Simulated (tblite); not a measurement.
Compound: C6H4S2.
Atom-mapped SMILES: `[cH:1]1[cH:2][c:3]2[s:4][cH:5][cH:6][c:7]2[s:8]1` (hydrogens: H9 on C1; H10 on C2; H11 on C5; H12 on C6)

Method: GFN2-xTB as coded in tblite; computed harmonic values from a numerical Hessian at the method's own geometry, unscaled. Errors from tens to a few hundred cm⁻¹ against measured bands are possible.

Harmonic wavenumbers (cm⁻¹): 197.4, 209.2, 340.8, 402.3, 458.4, 480.7, 524.4, 587.7, 619.9, 731.7, 754.9, 772.4, 787.9, 821.4, 824.1, 845.4, 914.6, 1066.9, 1089.6, 1155.9, 1164.1, 1333.0, 1363.8, 1440.0, 1484.1, 1508.8, 3141.6, 3142.0, 3163.4, 3164.3.

A = 3384, B = 1336, C = 958.0 MHz; mass 139.975 u (most abundant isotopes); point group C2h, symmetry number 2.

Problem. What is the zero-point energy?

Solution. Half the sum of the wavenumbers: 17245 cm⁻¹ = 49.31 kcal/mol.

Problem. What is S at 350 K and 1 bar for an ideal gas of classical rigid rotors and harmonic oscillators?

Solution. Translation 41.54, rotation 27.80, vibration 14.72: S = 84.1 cal/(mol K).

Problem. And Cp and H(350 K) − H(0)?

Solution. Cp = 31.31 cal/(mol K), of which vibrations give 23.36 (their classical limit is 30 R = 59.6); H(350 K) − H(0) = 6.12 kcal/mol without the zero-point energy, 3.34 from vibrations.

Problem. How do the functions run with temperature in this model?

Solution. 
```json
{"T (K)": "150", "S (cal/(mol K))": "65.5", "Cp (cal/(mol K))": "14.5", "H − H(0) (kcal/mol)": "1.51", "G − H(0) (kcal/mol)": "-8.32", "ln q(vib)": "0.41"}
{"T (K)": "250", "S (cal/(mol K))": "74.9", "Cp (cal/(mol K))": "23.2", "H − H(0) (kcal/mol)": "3.39", "G − H(0) (kcal/mol)": "-15.35", "ln q(vib)": "1.34"}
{"T (K)": "298.15", "S (cal/(mol K))": "79.4", "Cp (cal/(mol K))": "27.3", "H − H(0) (kcal/mol)": "4.60", "G − H(0) (kcal/mol)": "-19.06", "ln q(vib)": "1.92"}
{"T (K)": "400", "S (cal/(mol K))": "88.5", "Cp (cal/(mol K))": "34.8", "H − H(0) (kcal/mol)": "7.78", "G − H(0) (kcal/mol)": "-27.61", "ln q(vib)": "3.31"}
{"T (K)": "600", "S (cal/(mol K))": "104.7", "Cp (cal/(mol K))": "44.8", "H − H(0) (kcal/mol)": "15.83", "G − H(0) (kcal/mol)": "-46.97", "ln q(vib)": "6.34"}
{"T (K)": "900", "S (cal/(mol K))": "124.5", "Cp (cal/(mol K))": "53.0", "H − H(0) (kcal/mol)": "30.62", "G − H(0) (kcal/mol)": "-81.46", "ln q(vib)": "10.88"}
```

q(vib) and H(0) count from the zero-point level.

Problem. What must be added to the electronic energy to get the Gibbs energy at 350 K and 1 bar?

Solution. ZPE + [H(350 K) − H(0)] − T·S = 49.31 + 6.12 − 29.42 = 26.01 kcal/mol.

Problem. Which modes carry the vibrational entropy at 350 K?

Solution. 197.4 cm⁻¹: 2.46; 209.2 cm⁻¹: 2.35; 340.8 cm⁻¹: 1.47; 402.3 cm⁻¹: 1.20; 458.4 cm⁻¹: 1.00; 480.7 cm⁻¹: 0.93 cal/(mol K); the other 24 give 5.32 together.

Hindered rotation and anharmonicity are outside this model.

On an Arm Neoverse V1 with one thread (shared host), this took 0.39 s of wall time. This covers the Hessian and the dipole derivatives.
